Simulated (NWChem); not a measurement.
All runs are NWChem calculations. System: AlCl, charge 0, spin multiplicity 1, at a geometry optimised with PBE0/def2-SVP. The structure started from a generated list of species. Level: CCSD(T)/3-21G, 10 core orbitals frozen.

The NWChem input:

```
start mol
memory heap 100 mb stack 700 mb global 1900 mb
geometry units angstroms nocenter noautoz
  Al     0.000000     0.000000    -1.216591
  Cl     0.000000     0.000000     0.930334
  symmetry group C2v
end
basis spherical
  * library 3-21g
end
scf
  rhf
  nopen 0
  maxiter 100
  thresh 1e-7
  semidirect memsize 60000000 filesize 0
end
ccsd
  freeze core 10
  maxiter 60
end
task ccsd(t) energy
```

Output (cleaned and shortened):

```
             Northwest Computational Chemistry Package (NWChem) 7.3.0
             --------------------------------------------------------

                                NWChem Input Module
                                -------------------

 Scaling coordinates for geometry "geometry" by  1.889725989
 (inverse scale =  0.529177249)

 Turning off AUTOSYM since
 SYMMETRY directive was detected!

                             Geometry "geometry" -> ""
                             -------------------------

 Output coordinates in angstroms (scale by  1.889725989 to convert to a.u.)

  No.       Tag          Charge          X              Y              Z
 ---- ---------------- ---------- -------------- -------------- --------------
    1 Al                  13.0000     0.00000000     0.00000000    -1.21659100
    2 Cl                  17.0000     0.00000000     0.00000000     0.93033400

 Effective nuclear repulsion energy (a.u.)      54.4724068279

            Nuclear Dipole moment (a.u.)
            ----------------------------
        X                 Y               Z
 ---------------- ---------------- ----------------
     0.0000000000     0.0000000000    -0.0000094486

      Symmetry information
      --------------------

 Group name             C2v
 Group number             16
 Group order               4
 No. of unique centers     2

      Symmetry unique atoms

     1    2


 Summary of "ao basis" -> "" (spherical)
 ------------------------------------------------------------------------------
       Tag                 Description            Shells   Functions and Types
 ---------------- ------------------------------  ------  ---------------------
 *                           3-21g                    on all atoms

 Summary of "ao basis" -> "ao basis" (spherical)
 ------------------------------------------------------------------------------
       Tag                 Description            Shells   Functions and Types
 ---------------- ------------------------------  ------  ---------------------
 Al                          3-21g                   7       13   4s3p
 Cl                          3-21g                   7       13   4s3p

                                 NWChem SCF Module
                                 -----------------

  ao basis        = "ao basis"
  functions       =    26
  atoms           =     2
  closed shells   =    15
  open shells     =     0
  charge          =   0.00
  wavefunction    = RHF
  use symmetry    = T
  symmetry adapt  = T

 Summary of "ao basis" -> "ao basis" (spherical)
 ------------------------------------------------------------------------------
       Tag                 Description            Shells   Functions and Types
 ---------------- ------------------------------  ------  ---------------------
 Al                          3-21g                   7       13   4s3p
 Cl                          3-21g                   7       13   4s3p

      Symmetry analysis of basis
      --------------------------

        a1         14
        a2          0
        b1          6
        b2          6

 Forming initial guess at       0.0s

      Superposition of Atomic Density Guess
      -------------------------------------

 Sum of atomic energies:        -697.83984570

      Non-variational initial energy
      ------------------------------

 Total energy =    -697.937382
 1-e energy   =   -1076.420279
 2-e energy   =     324.010490
 HOMO         =      -0.265358
 LUMO         =       0.013624
[...]
-------------------------------------------------------------------------
 iter     correlation     delta       rms       T2     Non-T2      Main
             energy      energy      error      ampl     ampl      Block
                                                time     time      time
-------------------------------------------------------------------------
   1     -0.0812391210 -8.124D-02  4.067D-02     0.04     0.00     0.04
   2     -0.0856274142 -4.388D-03  3.459D-02     0.04     0.00     0.04
   3     -0.0874347776 -1.807D-03  9.383D-03     0.04     0.00     0.04
   4     -0.0881522876 -7.175D-04  3.450D-04     0.04     0.00     0.04
   5     -0.0881575510 -5.263D-06  1.170D-03     0.04     0.00     0.04
   6     -0.0881537058  3.845D-06  1.026D-04     0.04     0.00     0.04
   7     -0.0881530742  6.316D-07  1.323D-04     0.04     0.00     0.04
   8     -0.0881524371  6.371D-07  1.456D-05     0.04     0.00     0.04
   9     -0.0881526783 -2.412D-07  3.242D-06     0.04     0.00     0.04
  10     -0.0881528074 -1.292D-07  3.230D-06     0.04     0.00     0.04
  11     -0.0881528694 -6.194D-08  1.896D-07     0.04     0.00     0.04
                  *************converged*************
-------------------------------------------------------------------------

 -----------
 CCSD Energy
 -----------
 Reference energy:            -697.954923574402073
 CCSD corr. energy:             -0.088152869391526
 Total CCSD energy:           -698.043076443793552

 --------------------------------
 Spin Component Scaled (SCS) CCSD
 --------------------------------
 Same spin contribution:                 -0.013856667209913
 Same spin scaling factor:                1.130000000000000
 Opposite spin contribution:             -0.074296202181613
 Opposite spin scaling fact.:             1.270000000000000
 SCS-CCSD correlation energy:            -0.110014210717850
 Total SCS-CCSD energy:                -698.064937785119923
 memory            104855252

*********triples calculation*********

nkpass=    1; nvpass=    1; memdrv=           5467; memtrn=         156393; memavail=      104855180
 memory available/node                      104855180
 total number of virtual orbitals        11
 number of virtuals per integral pass    11
 number of integral evaluations           1
 number of occupied per triples pass      5
 number of triples passes                 1

 commencing integral evaluation        1 at           0.51
  symmetry use  T
task         2 out of       105 done   1%  at       0.0 secs
task         6 out of       105 done   5%  at       0.0 secs
task        11 out of       105 done  10%  at       0.0 secs
task        16 out of       105 done  15%  at       0.0 secs
task        21 out of       105 done  20%  at       0.0 secs
task        27 out of       105 done  25%  at       0.0 secs
task        32 out of       105 done  30%  at       0.0 secs
task        37 out of       105 done  35%  at       0.0 secs
task        42 out of       105 done  40%  at       0.0 secs
task        48 out of       105 done  45%  at       0.0 secs
task        53 out of       105 done  50%  at       0.0 secs
task        58 out of       105 done  55%  at       0.0 secs
task        63 out of       105 done  60%  at       0.0 secs
task        69 out of       105 done  65%  at       0.0 secs
task        74 out of       105 done  70%  at       0.0 secs
task        79 out of       105 done  75%  at       0.0 secs
task        84 out of       105 done  80%  at       0.0 secs
task        90 out of       105 done  85%  at       0.0 secs
task        95 out of       105 done  90%  at       0.0 secs
task       100 out of       105 done  95%  at       0.0 secs
task       105 out of       105 done 100%  at       0.0 secs
 commencing triples evaluation - blocking       1
 ccsd(t): done        1 out of       11 progress:    9.1%
 ccsd(t): done        2 out of       11 progress:   18.2%
 ccsd(t): done        3 out of       11 progress:   27.3%
 ccsd(t): done        4 out of       11 progress:   36.4%
 ccsd(t): done        5 out of       11 progress:   45.5%
 ccsd(t): done        6 out of       11 progress:   54.5%
 ccsd(t): done        7 out of       11 progress:   63.6%
 ccsd(t): done        8 out of       11 progress:   72.7%
 ccsd(t): done        9 out of       11 progress:   81.8%
 ccsd(t): done       10 out of       11 progress:   90.9%
 ccsd(t): done       11 out of       11 progress:  100.0%
 Time for integral evaluation pass     1        0.05
 Time for triples evaluation pass      1        0.00

 pseudo-e(mp4)  -0.18862143713855E-02
 pseudo-e(mp5)   0.29860404165037E-03
        e(t)    -0.15876103297351E-02

 --------------
 CCSD(T) Energy
 --------------
 Reference energy:                    -697.954923574402073

 CCSD corr. energy:                     -0.088152869391526
 T(CCSD) corr. energy:                  -0.001886214371386
 Total CCSD+T(CCSD) energy:           -698.044962658164991

 CCSD corr. energy:                     -0.088152869391526
 (T) corr. energy:                      -0.001587610329735
 Total CCSD(T) energy:                -698.044664054123359

 routine      calls  cpu(0)   cpu-min  cpu-ave  cpu-max   i/o
 aoccsd          1     0.00     0.00     0.00     0.00    0.00
 iterdrv         1     0.00     0.00     0.00     0.00    0.00
 pampt          11     0.00     0.00     0.00     0.00    0.00
 t2pm           11     0.00     0.00     0.00     0.00    0.00
 sxy            11     0.01     0.01     0.01     0.01    0.00
 ints       117381     0.39     0.39     0.39     0.39    0.00
 t2eri        1155     0.03     0.03     0.03     0.03    0.00
 idx2         1155     0.01     0.01     0.01     0.01    0.00
 idx34          11     0.00     0.00     0.00     0.00    0.00
 ht2pm          11     0.01     0.01     0.01     0.01    0.00
 itm            11     0.01     0.01     0.01     0.01    0.00
 pdiis          11     0.00     0.00     0.00     0.00    0.00
 triples         1     0.00     0.00     0.00     0.00    0.00
 rdtrpo          1     0.00     0.00     0.00     0.00    0.00
 trpmos          1     0.05     0.05     0.05     0.05    0.00
 trpdrv          1     0.00     0.00     0.00     0.00    0.00
 dovvv        1650     0.00     0.00     0.00     0.00    0.00
 doooo        1650     0.00     0.00     0.00     0.00    0.00
 tengy        1375     0.00     0.00     0.00     0.00    0.00
 Total                 0.51     0.51     0.51     0.51    0.00

 Task  times  cpu:        0.6s     wall:        0.6s

 Total times  cpu:        0.6s     wall:        0.6s
```
